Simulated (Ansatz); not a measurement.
Ideal-gas functions of FH3Se3Zr (`[F][Zr]([SeH])([SeH])[SeH]`) at 800 K and 1 bar, from an Ansatz frequency run at PBE0-D4/def2-TZVP.

Molar mass 350.13 g/mol, point group C1 (symmetry number 1), electronic degeneracy 1, moments of inertia 834.759, 884.268, 1354.619 u Å². Harmonic wavenumbers (cm⁻¹, unscaled): 49, 57, 70, 109, 115, 155, 170, 223, 237, 278, 292, 393, 433, 435, 677, 2400, 2401, 2412.

Use S(trans) = R[1.5 ln M + 2.5 ln T − 1.1517]; rotational temperatures θ = 24.2544 K / I; S(rot) = R[ln(√π/σ · √(T³/θAθBθC)) + 1.5]; for each mode x = 1.438777 ν̃/T, S = R[x/(eˣ − 1) − ln(1 − e⁻ˣ)] and H = RT x/(eˣ − 1); 1 cm⁻¹ = 0.0119627 kJ/mol; R = 8.31446 J/(mol·K).

**Question.** By hand: the entropy, in J/(mol·K).

**Answer.** Translation 202.4. Rotation: θ = 0.0291, 0.0274, 0.0179 K, giving 147.0. Vibration, mode by mode: 28.51, 27.26, 25.55, 21.88, 21.43, 18.96, 18.20, 15.97, 15.47, 14.16, 13.76, 11.37, 10.60, 10.56, 7.17, 0.60, 0.60, 0.59, in all 262.6. Electronic 0.0. Sum 612.0 J/(mol·K).

**Question.** By hand: H − E and G − E in kJ/mol, counted from the electronic energy.

**Answer.** Zero-point energy ½ × 10906 × 0.0119627 = 65.2; thermal vibration 81.2; translation, rotation and pV give 4 RT = 26.6. H − E = 173.0 kJ/mol, and G − E = 173.0 − 800 × 612.0/1000 = -316.6 kJ/mol.

Vibration gives 43 % of the entropy, 124.6 J/(mol·K) of it from the modes under 150 cm⁻¹: soft modes count most, and the harmonic formula is weakest for them. The sum counts one conformer and one mirror image; others add a mixing term.
